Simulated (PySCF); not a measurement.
Molfile (atoms numbered from 1):
```
C6H9FOSi
     RDKit          3D

 18 18  0  0  0  0  0  0  0  0999 V2000
    3.9099    0.3762   -0.5467 C   0  0  0  0  0  0  0  0  0  0  0  0
    2.4866    0.6395   -0.4717 C   0  0  0  0  0  0  0  0  0  0  0  0
    1.2874    0.8488   -0.4032 C   0  0  0  0  0  0  0  0  0  0  0  0
   -0.4952    1.1835   -0.3376 Si  0  0  2  0  0  4  0  0  0  0  0  0
   -1.1732    0.9270    1.1781 O   0  0  0  0  0  0  0  0  0  0  0  0
   -2.1247   -0.1210    1.1873 C   0  0  0  0  0  0  0  0  0  0  0  0
   -2.7041   -0.2648   -0.2219 C   0  0  0  0  0  0  0  0  0  0  0  0
   -1.5483   -0.1604   -1.2051 C   0  0  2  0  0  0  0  0  0  0  0  0
   -0.8372   -1.3542   -1.2111 F   0  0  0  0  0  0  0  0  0  0  0  0
    4.4777    1.3051   -0.7109 H   0  0  0  0  0  0  0  0  0  0  0  0
    4.2702   -0.0832    0.3869 H   0  0  0  0  0  0  0  0  0  0  0  0
    4.1369   -0.3147   -1.3736 H   0  0  0  0  0  0  0  0  0  0  0  0
   -0.7635    2.5759   -0.7933 H   0  0  0  0  0  0  0  0  0  0  0  0
   -1.6405   -1.0653    1.4946 H   0  0  0  0  0  0  0  0  0  0  0  0
   -2.9061    0.1134    1.9274 H   0  0  0  0  0  0  0  0  0  0  0  0
   -3.2560   -1.2094   -0.3548 H   0  0  0  0  0  0  0  0  0  0  0  0
   -3.4040    0.5659   -0.4188 H   0  0  0  0  0  0  0  0  0  0  0  0
   -1.8916    0.0440   -2.2319 H   0  0  0  0  0  0  0  0  0  0  0  0
  1  2  1  0
  2  3  3  0
  3  4  1  0
  4  5  1  0
  5  6  1  0
  6  7  1  0
  7  8  1  0
  8  9  1  0
  8  4  1  0
  1 10  1  0
  1 11  1  0
  1 12  1  0
  4 13  1  6
  6 14  1  0
  6 15  1  0
  7 16  1  0
  7 17  1  0
  8 18  1  6
M  END
```

Geometry: PBE0-D3(BJ)/def2-SVP; GIAO absolute shieldings from PySCF, gas phase, non-relativistic, averaged over equivalent atoms.

At HF/pcSseg-1 (205 basis functions, 36 s wall time on 1 thread of an Arm Neoverse N1, shared host):
```
      atoms  σ (ppm)
         C2     73.2
         C3    109.1
         C8    114.8
         C6    131.4
         C7    156.4
         C1    186.4
        Si4    413.9
         O5    318.5
         F9    461.1
        H13    27.39
        H18    27.50
        H15    27.82
        H14    27.91
        H16    29.58
H10/H11/H12    29.71
        H17    30.44
```

Q: What do these become at PBE0/pcSseg-1?

A: 
```
      atoms  σ at PBE0/pcSseg-1  change
         C2                69.6    -3.6
         C3               102.8    -6.3
         C8                97.5   -17.3
         C6               116.7   -14.7
         C7               145.3   -11.1
         C1               178.5    -7.9
        Si4               367.3   -46.6
         O5               289.1   -29.4
         F9               422.1   -39.0
        H13               26.40   -0.99
        H18               26.69   -0.81
        H15               27.21   -0.61
        H14               27.17   -0.74
        H16               29.09   -0.49
H10/H11/H12               29.27   -0.44
        H17               29.79   -0.65
```

The largest change is at Si4 (silicon bonded to 2 C, O, H, in a 5-membered ring). Cost: 205 basis functions, 72 s wall time on 1 thread of an Arm Neoverse N1, shared host. The order of the carbon signals changes between the two levels.
